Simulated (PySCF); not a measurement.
**How methods differ on the excitation energy of Kr⁺**

Kr⁺ [Ar] 3d10 4s2 4p5 (2P) → Kr⁺ [Ar] 3d10 4s2 4p4 4d1 (high-spin determinant), as a difference of total energies. All numbers are calculated (PySCF 2.14, the spin-free X2C one-electron Hamiltonian (Gaussian nucleus), in aug-cc-pVTZ-DK (7s6p4d2f, 59 functions)). Correlated levels: valence: [Ar] 3d10 frozen. The calculations carry no spin-orbit coupling.

```csv
method,excitation energy (eV)
UHF,14.455
LDA,15.141
PBE,14.776
PBE0,14.884
r2SCAN,15.052
M06-2X,15.014
B97-3,15.109
B3LYP,15.054
HSE06,14.903
MP2 (valence),15.078
SCS-MP2 (valence),15.171
```

Task: How much does correlation contribute at MP2 (valence)?

Result: 15.078 − (14.455) = 0.623 eV, measured against UHF.

A first-order spin-orbit estimate (lowest level to lowest level, LS coupling) adds 0.005 eV.

The promoted electron is Rydberg-like, and one or two diffuse shells describe it only roughly, which tends to raise the upper state.

The determinant of the upper state mixes LS terms, which raises its energy above the lowest term, most at the Hartree-Fock and MP2 levels.
